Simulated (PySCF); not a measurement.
## Basis and Hamiltonian dependence of the excitation energy of Cr⁺

Cr⁺ [Ar] 3d5 (6S) → Cr⁺ [Ar] 3d4 4s1, s spin flipped. All values are computed (PySCF 2.14, energy differences of UHF-based or UKS calculations, no spin-orbit coupling). Values in eV.

```
                                                            basis       Hamiltonian  functions    UHF    LDA   PBE0  MP2 (valence)
                                                   aug-cc-pVDZ-DK     spin-free X2C         59  1.706  2.690  2.574          2.220
                                                     x2c-TZVPPall     spin-free X2C         64  1.660  2.710  2.556          2.166
x2c-TZVPPall with one added diffuse shell each of s, p, d, f type     spin-free X2C         80  1.658  2.710  2.555          2.157
                                                      def2-QZVPPD  non-relativistic         93  1.877  3.076  2.793          2.396
                                                    aug-cc-pwCVTZ  non-relativistic        127  1.884  3.085  2.800          2.399
                                                   aug-cc-pVQZ-DK     spin-free X2C        140  1.655    n/a  2.564          2.153
```

Frozen in the all-electron rows: valence: [Ar].

In the upper determinant the s electron has its spin opposite to the other open shell, which mixes two multiplicities. Non-relativistic rows lack the scalar-relativistic shift.
